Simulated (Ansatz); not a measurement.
Start from `CC(C)(C)Cl` and change one atom or group to get `CC(C)(C)[NH][InH2]`.

Ansatz, PBE0-D4/def2-TZVP geometries, multiplicity 1. 

Elements past krypton have def2 core potentials.

```json
{"property": "HOMO–LUMO gap (B3LYP/def2-TZVPP) / eV", "`CC(C)(C)Cl`": "8.50"}
{"property": "size of the dipole moment (B3LYP/def2-TZVPP) / D", "`CC(C)(C)Cl`": "2.16"}
{"property": "size of the dipole moment (PBE/def2-TZVPP) / D", "`CC(C)(C)Cl`": "2.09"}
{"property": "HOMO energy (B3LYP/def2-TZVPP) / eV", "`CC(C)(C)Cl`": "-7.95"}
{"property": "HOMO–LUMO gap (PBE/def2-TZVPP) / eV", "`CC(C)(C)Cl`": "6.52"}
{"property": "size of the dipole moment (ωB97M-V/def2-TZVPP) / D", "`CC(C)(C)Cl`": "2.16"}
```

Task: What does the change do to each property? (Estimate.)

Result: The calculation gave: 
| property | `CC(C)(C)[NH][InH2]` | shift |
| --- | --- | --- |
| HOMO–LUMO gap (B3LYP/def2-TZVPP) / eV | 4.82 | -3.68 |
| size of the dipole moment (B3LYP/def2-TZVPP) / D | 0.63 | -1.53 |
| size of the dipole moment (PBE/def2-TZVPP) / D | 0.84 | -1.25 |
| HOMO energy (B3LYP/def2-TZVPP) / eV | -6.18 | 1.77 |
| HOMO–LUMO gap (PBE/def2-TZVPP) / eV | 3.43 | -3.09 |
| size of the dipole moment (ωB97M-V/def2-TZVPP) / D | 0.43 | -1.73 |

With PBE0 the HOMO rises by 1.84 eV and the LUMO falls by 1.93 eV, so the gap narrows by about 3.77 eV. PBE moves the HOMO by 1.60 eV and ωB97M-V by 1.87 eV. Dipoles are sizes alone; their direction can turn.

B3LYP here is the variant with VWN-RPA as its local correlation; programs differ in this.
